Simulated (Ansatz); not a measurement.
Reactions of C8H14, SMILES `CCC#CCCCC`.

Program: Ansatz. Geometries: PBE0-D4/def2-TZVP. ΔE: electronic, gas phase. CCSD(T)/CBS is the MP2 limit (def2-TZVPP, def2-QZVPP) plus CCSD(T) − MP2 in def2-TZVPP, frozen cores. This one scheme is used for every species. Functionals use def2-TZVPP. Triplets are unrestricted, without spin–orbit coupling. For Br outer-core shells are correlated without core-valence functions, which leaves a few kJ/mol of doubt a bond. Scalar relativity is left out up to krypton. Each species was taken in one conformer, which may not be the lowest.

| reaction | revPBE-D4 (kJ/mol) | HF/CBS(def2) (kJ/mol) | CCSD/CBS(def2) (kJ/mol) | PBE0-D4 (kJ/mol) |
| --- | --- | --- | --- | --- |
| `CCC#CCCCC` + H₂ → `CCC#CCCC` + CH₄ | -62 | -86 | -70 | -69 |
| `CCC#CCCCC` + H₂ → `C#CCCCC` + `CC` | -30 | -60 | -45 | -37 |
| `CCC#CCCCC` → `CC#CCCCC` + `[CH2]` (triplet) | 427 | 288 | 424 | 431 |
| `CCC#CCCCC` + `CC` → `CCCC#CCCCC` + CH₄ | -11 | -1 | -10 | -10 |
| `CCC#CCCCC` + `SBCl` → `CCSBCl` + `C#CCCCC` | 15 | 29 | 17 | 20 |
| `CCC#CCCCC` + `CCCC` → `CCC#CCCCCC` + `CCC` | 0 | 0 | 0 | 0 |
| `CCC#CCCCC` + `CCC` → `CCC#CCCCCC` + `CC` | 0 | 1 | 0 | 0 |
| `CCC#CCCCC` + `CCCCCBr` → `CCCCCCCBr` + `C#CCCCC` | 25 | 32 | 20 | 27 |
| `CCC#CCCCC` + `COB(O)Br` → `COB(Br)OC` + `CC#CCCCC` | 50 | 42 | 51 | 51 |
| `CCC#CCCCC` + H–F → `CCCCF` + `C#CCC` | 61 | 34 | 59 | 60 |

(1) Give the CCSD(T)/CBS values in the same order. (Best estimate.)

Largest T1 diagnostic: 0.013, for `SBCl`.

Results:

(1) Ansatz gave: -67, -41, 435, -12, 14, 0, 0, 18, 52, 62 kJ/mol.
